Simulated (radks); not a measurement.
Values are calculated unless marked as measured or tabulated.
Coulomb parameter of the 4f shell of the gadolinium ion Gd+ in the model configuration [Xe] 4f7 5d1 6s1, as a second difference U = [E(n + 0.5) + E(n - 0.5) - 2 E(n)] / (0.5)^2 with all orbitals relaxed. "Bare": the charge of the atom changes with n. "Screened": the 6s shell takes up the change at fixed total charge, which measures U(4f,4f) + U(6s,6s) - 2 U(4f,6s). Code: a radial shooting solver on a logarithmic mesh with Libxc functionals. Model: Dirac Kohn-Sham, PBE, spin-unpolarised, spherical densities, point nucleus; open shells are shared between the two j in proportion to 2j + 1.

| case | configuration | E - E(n) (eV) |
|---|---|---|
| start | [Xe] 4f7 5d1 6s1 | 0.000 |
| bare +0.5 | [Xe] 4f7.5 5d1 6s1 | -5.659 |
| bare -0.5 | [Xe] 4f6.5 5d1 6s1 | 9.503 |
| screened +0.5 | [Xe] 4f7.5 5d1 6s0.5 | -2.020 |
| screened -0.5 | [Xe] 4f6.5 5d1 6s1.5 | 3.777 |

U(bare) = 15.376 eV, U(screened by 6s) = 7.028 eV, against the Slater integral F0(4f,4f) = 29.283 eV with frozen orbitals.
